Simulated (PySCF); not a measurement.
Bond length, frequency and bond energy of TlBi by level of theory

State: ³Σ⁻ (triplet), unpaired electrons π ↑↑. Set-up: Tl def2-SVP with ECP60, Bi def2-SVP with ECP60; scalar-relativistic core potentials (PySCF 2.14). De refers to Tl + Bi in their high-spin ground configurations, without counterpoise correction. The functionals are run spin-unrestricted. A positive dipole means Tl(−)Bi(+).

| Level | Re (Å) | ωe (cm⁻¹) | De (eV) | μ (D) | CPU s a point (SCF and correlation, without the integrals) |
| --- | --- | --- | --- | --- | --- |
| ROHF | 3.127 | 101 | 0.408 | -3.07 | 0.085 |
| ROHF-MP2 | 3.088 | 107 | 1.08 | n/a | 0.2 |
| ROHF-SCS-MP2 | 3.111 | 103 | 1.02 | n/a | n/a |
| ROHF-CCSD | 3.123 | 100 | 1.05 | n/a | n/a |
| ROHF-CCSD(T) | 3.127 | 99.0 | 1.12 | n/a | 8.7 |
| PBE | 3.110 | 101 | 1.70 | -2.08 | 0.67 |
| revPBE | 3.138 | 97.4 | 1.52 | -2.25 | 0.47 |
| r²SCAN | 3.093 | 103 | 1.50 | -2.36 | 0.94 |
| PBE0 | 3.081 | 104 | 1.53 | -2.37 | 1.1 |
| M06 | 3.116 | 102 | 2.09 | -2.09 | 0.95 |
| BHandHLYP | 3.092 | 104 | 1.41 | -2.55 | 0.58 |
| ωB97X | 3.063 | 108 | 1.87 | -2.53 | 0.92 |

The bond length runs from 3.063 Å (ωB97X) to 3.138 Å (revPBE). De spans 0.41 eV (ROHF, mean field) to 2.09 eV (M06, hybrid meta-GGA). Correlation at CCSD(T) changes the Hartree–Fock bond energy by +0.71 eV; the triples alone change it by +0.07 eV.

Correlated steps freeze 8 core orbitals. Correlated levels converge slowly with the basis: in double zeta they bind strong bonds too weakly, by up to about 1 eV, and carry superposition errors of some tenths. Spin–orbit coupling is left out, which matters for elements this heavy, above all for dissociation energies. The state was picked by a PBE0 search and need not be the measured ground state.

The whole job (state search and all levels along the bond) took about 3 min on 1 thread of Arm Neoverse V2 (shared host), peak memory 0.59 GiB.
